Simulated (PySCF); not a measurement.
Steps of a relaxation of CeCl4

CeCl4 (singlet). PySCF 2.14.0, RKS PBE0, Ce lcecp-2-SVP with ECP46, Cl def2-SVP; non-relativistic Hamiltonian with scalar-relativistic core potentials where named; density fitting; no spin-orbit coupling. Origin of the start: template. Columns: position (Å) and force (eV/Å). Energies are counted from the last step; some of the 4 steps are shown. Forces carry noise of the integration grid, about 0.01 to 0.03 eV/Å.

Run from Python with OMP_NUM_THREADS=2. Where DIIS fails, smearing, a level shift and second-order steps follow.
It took 16 s on 2 threads of Arm Neoverse V2, on a shared host, from the converged density of the start.

```xyz
5
step 0  E = 0.267 eV
Ce    0.0000    0.0000    0.0000     0.00    0.00    0.00
Cl    1.4860    1.4860    1.4860    -0.78   -0.78   -0.78
Cl   -1.4860   -1.4860    1.4860     0.78    0.78   -0.78
Cl    1.4860   -1.4860   -1.4860    -0.78    0.78    0.78
Cl   -1.4860    1.4860   -1.4860     0.78   -0.78    0.78
```

```xyz
5
step 1  E = 0.041 eV
Ce    0.0000    0.0000    0.0000     0.00    0.00    0.00
Cl    1.4523    1.4523    1.4523    -0.33   -0.33   -0.33
Cl   -1.4523   -1.4523    1.4523     0.33    0.33   -0.33
Cl    1.4523   -1.4523   -1.4523    -0.33    0.33    0.33
Cl   -1.4523    1.4523   -1.4523     0.33   -0.33    0.33
```

```xyz
5
step 2  E = 0.001 eV
Ce    0.0000    0.0000    0.0000     0.00    0.00    0.00
Cl    1.4285    1.4285    1.4285     0.06    0.06    0.06
Cl   -1.4285   -1.4285    1.4285    -0.06   -0.06    0.06
Cl    1.4285   -1.4285   -1.4285     0.06   -0.06   -0.06
Cl   -1.4285    1.4285   -1.4285    -0.06    0.06   -0.06
```

Question: Where does the relaxation end?

Answer: It converges at step 3 in Td:
```xyz
5
step 3  E = 0
Ce    0.0000    0.0000    0.0000
Cl    1.4320    1.4320    1.4320
Cl   -1.4320   -1.4320    1.4320
Cl    1.4320   -1.4320   -1.4320
Cl   -1.4320    1.4320   -1.4320
```

Question: How did the contacts change?

Answer: 
```
     contact  start (Å)  end (Å)
Ce1–Cl2 (Cl)      2.574    2.480
Ce1–Cl3 (Cl)      2.574    2.480
Ce1–Cl4 (Cl)      2.574    2.480
Ce1–Cl5 (Cl)      2.574    2.480
```
